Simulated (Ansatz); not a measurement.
`C#[C][InH2]` + HI → `[InH2][I]` + acetylene at 298.15 K and 1 bar (ligand exchange at the In–C bond).

Computed with Ansatz on PBE0-D4/def2-TZVP structures; ΔE is electronic, products minus reactants. CBS: MP2 limit from def2 TZ/QZ plus the TZ coupled-cluster correction, frozen cores. This one scheme is used for every species. Elements past krypton have def2 core potentials. For I, In outer-core shells are correlated without core-valence functions, which leaves a few kJ/mol of doubt a bond.

| species | CCSD(T)/CBS energy (Eh) | H − E (kJ/mol) | S (J/(mol·K)) |
| --- | --- | --- | --- |
| `C#[C][InH2]` | -267.62648 | 94.2 | 296.9 |
| HI | -298.03592 | 22.7 | 206.5 |
| `[InH2][I]` | -488.48444 | 45.6 | 295.3 |
| `C#C` | -77.22717 | 80.8 | 200.2 |

H − E and S are ideal-gas, rigid-rotor, harmonic terms from PBE0-D4/def2-TZVP. 1 Eh = 2625.50 kJ/mol, R = 8.31446 J/(mol·K).

**Question.** By hand: ΔE, ΔH, ΔS and ΔG.

**Answer.** ΔE = (-488.48444) + (-77.22717) − (-267.62648) − (-298.03592) = -0.04921 Eh = -129.2 kJ/mol. Δ(H − E) = 45.6 + 80.8 − 94.2 − 22.7 = 9.5, so ΔH = -119.7 kJ/mol. ΔS = 295.3 + 200.2 − 296.9 − 206.5 = -7.9 J/(mol·K). ΔG = -119.7 − 298.15 × (-7.9)/1000 = -117.3 kJ/mol.

**Question.** By hand: the equilibrium constant, and the temperature at which ΔG would vanish if ΔH and ΔS stayed fixed.

**Answer.** log₁₀ K = −ΔG/(RT ln 10) = 20.6. ΔG = 0 at ΔH/ΔS = 15152 K, far beyond where these terms or the molecules hold.

The number of gas molecules stays the same, so ΔS is small and ΔH decides. A doubt of 5 kJ/mol in ΔE shifts log₁₀ K by 0.9 here. These are equilibria of isolated gas molecules and say nothing of rates. Largest T1 diagnostic: 0.015 (customary marks: 0.02 for closed shells, 0.045 for open ones).
